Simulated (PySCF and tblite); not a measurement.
Results of a calculation; reference values are marked as such.
2 diastereomers of C9H26F2GeSi4, numbered alike:

```tsv
isomer	SMILES	descriptors (one enantiomer)
A	[CH3:1][Si@H:2]1[CH2:3][CH2:4][GeH2:5][CH2:6][CH2:7][Si@H:8]([SiH3:9])[CH2:10][CH2:11][Si:12]([F:13])([F:14])[CH2:15][CH2:16]1	2R, 8R
B	[CH3:1][Si@@H:2]1[CH2:3][CH2:4][GeH2:5][CH2:6][CH2:7][Si@H:8]([SiH3:9])[CH2:10][CH2:11][Si:12]([F:13])([F:14])[CH2:15][CH2:16]1	2S, 8R
```

Each isomer is a Boltzmann average at 298.15 K over at most 2 conformers: GFN2-xTB geometries, energies PBE0/6-31G* (D3(BJ) added where defined), GFN2-xTB thermal terms. Programs: PySCF with density fitting and tblite.

(1) Rank the isomers by free energy at 298.15 K.

(2) If they could interconvert freely, what would the mixture hold (chiral isomers as racemates)?

The conformer set may be incomplete (the search or the number kept was capped). At least one structure keeps an imaginary mode at the tight-binding level.

## Answers

(1) 
```csv
isomer,ΔG (kcal/mol),"ΔE, lowest conformer",conformers,largest weight %,rms dipole (D)
B,0.0,0.0,2,100,2.54
A,1.4,1.2,2,99,2.66
```

ΔG is for one enantiomer.

(2) B 92 %, A 8 %. A racemate gains RT ln 2.
